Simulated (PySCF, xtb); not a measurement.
C₄H₆S, SMILES S1C(=C)CC1.

xtb 6.7.1 with GFN2-xTB at its own geometry gives an orbital gap of 3.54 eV and a dipole moment of 2.38 D.

Coordinates come from a B3LYP-D3(BJ)/def2-SVP optimisation.

Question: What does PBE/def2-TZVP run with PySCF give? (An estimate is asked for; the answer gives what the named calculation found.)

Answer: gap 3.89 eV (levels -5.04 and -1.15 eV), dipole 1.83 D.
